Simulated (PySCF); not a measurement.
ClCuH2O, multiplicity 1. Atoms are numbered in the order given.

```xyz
5

Cu     0.2649    -0.0235     0.0000
Cl    -1.8025     0.0237     0.0000
O      2.2224    -0.0631     0.0000
H      2.5899     0.3918     0.7802
H      2.5899     0.3918    -0.7802
```
Charge 0, spin multiplicity 1.

The structure is a stationary point at PBE-D3(BJ)/def2-TZVP. The multiplicity is an assumed one; other spin states were not compared.

Method: PBE-D3(BJ)/def2-TZVP in PySCF.

Frequencies are harmonic and unscaled.

Computed normal modes with their intensities:
```json
[
 {"mode": "1", "ν (cm⁻¹)": "113", "IR (km/mol)": "0.0", "moving atoms (share of kinetic energy)": "Cu 41 %, O 31 %, Cl 18 %, H 10 %"},
 {"mode": "2", "ν (cm⁻¹)": "115", "IR (km/mol)": "5.2", "moving atoms (share of kinetic energy)": "Cu 42 %, O 30 %, Cl 19 %, H 10 %"},
 {"mode": "3", "ν (cm⁻¹)": "338", "IR (km/mol)": "5.7", "moving atoms (share of kinetic energy)": "O 53 %, Cl 38 %, H 8 %"},
 {"mode": "4", "ν (cm⁻¹)": "445", "IR (km/mol)": "24.8", "moving atoms (share of kinetic energy)": "Cu 45 %, Cl 31 %, O 22 %"},
 {"mode": "5", "ν (cm⁻¹)": "462", "IR (km/mol)": "256.9", "moving atoms (share of kinetic energy)": "H 81 %, O 18 %"},
 {"mode": "6", "ν (cm⁻¹)": "590", "IR (km/mol)": "3.7", "moving atoms (share of kinetic energy)": "H 91 %"},
 {"mode": "7", "ν (cm⁻¹)": "1574", "IR (km/mol)": "94.0", "moving atoms (share of kinetic energy)": "H 93 %"},
 {"mode": "8", "ν (cm⁻¹)": "3641", "IR (km/mol)": "33.1", "moving atoms (share of kinetic energy)": "H 96 %"},
 {"mode": "9", "ν (cm⁻¹)": "3731", "IR (km/mol)": "124.5", "moving atoms (share of kinetic energy)": "H 93 %"}
]
```
